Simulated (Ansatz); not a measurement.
Total energies of Si₁₀H₁₈S, a cluster cut from the lattice of silicon (1 of the caps SH) from Ansatz at PBE-D4/def2-SVP, gas phase (1 Eh = 27.2114 eV = 2625.5 kJ/mol). The reference geometry is relaxed at PBE-D4/def2-SVP.

Cartesian coordinates in Å:
```
Si -0.883 2.658 -0.376
Si -1.055 1.027 -3.822
Si 0.790 0.830 2.548
Si 2.278 -2.621 2.064
Si 0.586 -0.860 -0.911
Si -0.516 0.556 0.614
Si -0.746 -1.090 -2.836
Si -2.209 2.412 -2.306
Si 0.947 -2.933 0.144
Si 1.110 -1.254 3.587
S -0.230 2.129 3.963
H -1.525 3.597 0.617
H 0.458 3.232 -0.758
H -1.808 0.917 -5.124
H 0.296 1.635 -4.107
H -0.474 3.119 3.055
H 2.132 1.382 2.129
H 2.634 -3.942 2.697
H 3.555 -1.928 1.664
H 1.910 -0.232 -1.275
H -1.837 -0.070 0.988
H -2.085 -1.639 -2.412
H -0.124 -2.059 -3.810
H -3.507 1.748 -1.920
H -2.524 3.750 -2.925
H -0.395 -3.483 0.558
H 1.587 -3.913 -0.807
H -0.236 -1.864 3.880
H 1.868 -1.104 4.881
```

```json
{"state": "charge 0 singlet", "geometry": "reference", "energy (Eh)": "-3301.34598"}
{"state": "charge 1 doublet", "geometry": "reference", "energy (Eh)": "-3301.05333"}
{"state": "charge 1 doublet", "geometry": "relaxed at PBE-D4/def2-SVP", "energy (Eh)": "-3301.06527"}
{"state": "charge -1 doublet", "geometry": "reference", "energy (Eh)": "-3301.35668"}
{"state": "free Si atom (triplet)", "geometry": "–", "energy (Eh)": "-289.12416"}
{"state": "free S atom (triplet)", "geometry": "–", "energy (Eh)": "-397.80063"}
{"state": "free H atom (doublet)", "geometry": "–", "energy (Eh)": "-0.49863"}
```

Work out the vertical ionisation energy to the doublet.

E(charge 1 doublet) − E(charge 0 singlet) = -3301.05333 − (-3301.34598) = 0.29265 Eh = 7.96 eV. For comparison, −ε of the highest occupied level is 5.93 eV at this level, 2.03 eV less.

Work out the vertical electron affinity, to the doublet.

E(charge 0 singlet) − E(charge -1 doublet) = -3301.34598 − (-3301.35668) = 0.01070 Eh = 0.29 eV. The basis lacks diffuse functions, which makes affinities too small.

Give the fundamental gap IE − EA, the Mulliken electronegativity (IE + EA)/2 and the hardness (IE − EA)/2.

From the values in Eh: IE − EA = 0.29265 − 0.01070 = 0.28195 Eh = 7.67 eV; (IE + EA)/2 = 4.13 eV; (IE − EA)/2 = 3.84 eV. The HOMO–LUMO gap of the same run is 4.04 eV, 3.63 eV smaller than the fundamental gap.

How much does the charge 1 doublet relax, and what is the adiabatic ionisation energy?

Relaxation: -3301.05333 − (-3301.06527) = 0.01194 Eh = 0.32 eV. Adiabatic ionisation energy: 0.28071 Eh = 7.64 eV, without zero-point energy. 

What is the binding energy per atom against free atoms?

Atoms: 10 × (-289.12416) + 1 × (-397.80063) + 18 × (-0.49863) = -3298.01757 Eh. Binding: -3298.01757 − (-3301.34598) = 3.32841 Eh = 90.57 eV, or 3.12 eV for each of 29 atoms (no zero-point energy, no counterpoise term).

At PBE-D4/def2-SVP the highest occupied level of the charge -1 doublet lies above zero (up to 1.43 eV). By energy differences its removal costs 0.29 eV (vertical, to the charge 0 singlet, at PBE-D4/def2-SVP); self-interaction error and the lack of diffuse functions both raise the level.
